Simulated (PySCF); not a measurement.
Levels of Pb⁵³⁺ from EOM-EA-GCCSD

Reference: closed-shell Pb⁵⁴⁺, [Ar] 3d10; one electron is added. Calculated with PySCF 2.14, two-component X2C-1e with screened spin-orbit coupling, an even-tempered Gaussian basis (17 s from 5.3 bohr⁻², ratio 2.6; 15 p from 6.9 bohr⁻², ratio 2.6; 10 d from 6.9 bohr⁻², ratio 2.6; 5 f from 7.1 bohr⁻², ratio 2.8); frozen [Ar]; the 96 highest virtual spinors dropped; of the others 70 kept and the rest restored at second order. No Breit or QED terms. Binding energies in eV.

```json
{"level": "4s1/2", "Koopmans": "3279.5"}
{"level": "4p1/2", "Koopmans": "3160.6"}
{"level": "4p3/2", "Koopmans": "2980.1"}
```

**Question.** How does correlation move these levels?

**Answer.** 4s1/2: second order 3281.0, EOM-CCSD 3280.9; 4p1/2: second order 3162.1, EOM-CCSD 3162.1; 4p3/2: second order 2981.4, EOM-CCSD 2981.3.

For comparison, the ionisation energy of Pb⁵³⁺ is 3282.1 ± 2 eV (semi-empirical (NIST evaluation); NIST Atomic Spectra Database, ionization energies).
